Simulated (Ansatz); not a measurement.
System: sum formula SiPH5 (charge +1, doublet). 
Structure (B3LYP-D3(BJ)/def2-TZVP (Ansatz, a program for electronic structure) minimum search):
```xyz
7

Si    -1.1672     0.1228     0.0972
P      1.1330    -0.1087    -0.1516
H     -1.6720    -0.9259    -0.7983
H     -1.3751     1.5128    -0.3287
H     -1.3210    -0.1368     1.5409
H      1.7245    -1.3674     0.0475
H      1.9892     0.8283     0.4507
```
Charge +1, spin multiplicity 2.

Basis-set convergence of Hartree-Fock and CCSD correlation energies (hartree) with Ansatz. Cores are frozen in the correlated levels unless marked. UHF or UKS for open shells. No spin-orbit coupling. Non-relativistic.

| basis | functions | E(HF) | E(corr, CCSD) |
|---|---|---|---|
| def2-SVP | 61 | -632.08733 | -0.24670 |
| def2-TZVPP | 154 | (withheld) | (withheld) |

Q: What belongs in the gaps?

A: 
- def2-TZVPP, E(HF): -632.31298
- def2-TZVPP, E(corr, CCSD): -0.29868
